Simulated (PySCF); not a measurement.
**Working out the ionisation energy of Sn+**

Sn+ [Kr] 4d10 5s2 5p1 (2P) → Sn(2+) [Kr] 4d10 5s2 (1S). All numbers are calculated (PySCF 2.14, a scalar-relativistic core potential, in aug-cc-pVDZ-PP with ECP28MDF (5s4p3d, 32 functions)). Frozen: 4s2 4p6 4d10. Energies in hartree (1 hartree = 27.21139 eV):

```tsv
part	Sn+ (lower)	Sn(2+) (upper)
UHF	-213.083444	-212.579230
CCSD correlation	-0.040071	-0.032676
(T)	-0.000390	0.000000
```

Problem. What does Hartree-Fock give?

Solution. (-212.579230) − (-213.083444) = 0.504214 hartree = 13.720 eV.

Problem. What do CCSD and CCSD(T) give?

Solution. The CCSD correlation energies differ by 0.007395 hartree = 0.201 eV and the triples by 0.000390 hartree = 0.011 eV, so CCSD gives 13.921 eV and CCSD(T) 13.932 eV.

Measured between the centres of the two terms (NIST): 14.282 eV, so CCSD(T) (valence) is off by -0.350 eV.

A double-zeta basis recovers only part of the correlation energy.

What remains against the reference includes basis incompleteness, the frozen core and higher excitations.
